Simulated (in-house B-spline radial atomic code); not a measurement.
Ionising Br V (Br4+) with different functionals

Computed with an all-electron radial atomic-structure program (B-spline basis): scalar-relativistic (spin-free X2C) Hamiltonian, Fermi nucleus of rms radius 4.1629 fm, spin-polarised at highest spin, spherical fractional occupations for the functionals, the average over the highest-spin determinants for Hartree-Fock. The ionisation energy is the difference of two self-consistent energies, [Ar] 3d10 4s2 4p1 → [Ar] 3d10 4s2, without Breit or QED terms; ε is the level of the shell that loses the electron (its least bound occupied spin orbital). There is no spin-orbit coupling in this Hamiltonian.

Hybrids are left out here: with spherical fractional occupations of an open shell their exact exchange keeps a self-interaction that integer-occupation calculations don't have.

```
           method          rung  ΔSCF (eV)  -ε(4p) (eV)
     Hartree-Fock  Hartree-Fock      58.34        58.56
         LDA VWN5           LDA      59.49        53.23
         LDA PW92           LDA      59.48        53.22
LDA exchange-only           LDA      58.13        51.96
              PBE           GGA      59.11        52.96
           PBEsol           GGA      59.15        53.01
             BLYP           GGA          ?            ?
             RPBE           GGA      58.97        52.88
             PW91           GGA      59.25        53.08
             BP86           GGA      59.30        53.13
             AM05           GGA      59.13        52.99
             OLYP           GGA      58.94        52.94
             TPSS      meta-GGA      59.03        53.00
             SCAN      meta-GGA      59.14        53.20
           r2SCAN      meta-GGA          ?            ?
          revTPSS      meta-GGA      58.98        52.98
```

**Question.** What does BLYP give?

**Answer.** ΔSCF 59.18 eV, and -ε(4p) = 52.91 eV.

**Question.** What does r2SCAN give?

**Answer.** ΔSCF 59.08 eV, and -ε(4p) = 53.18 eV.

**Question.** How do they compare with the NIST value?

**Answer.** NIST lists 59.59 eV ± 0.025 (measured, ground level to ground level). Errors run from -1.46 to -0.11 eV; LDA VWN5 is closest (-0.11 eV), though others lie within the uncertainty of it, and part of that can be cancellation, since the calculations leave out spin-orbit coupling, Breit-QED terms, multiplet and fine-structure energies. Hartree-Fock also lacks correlation.
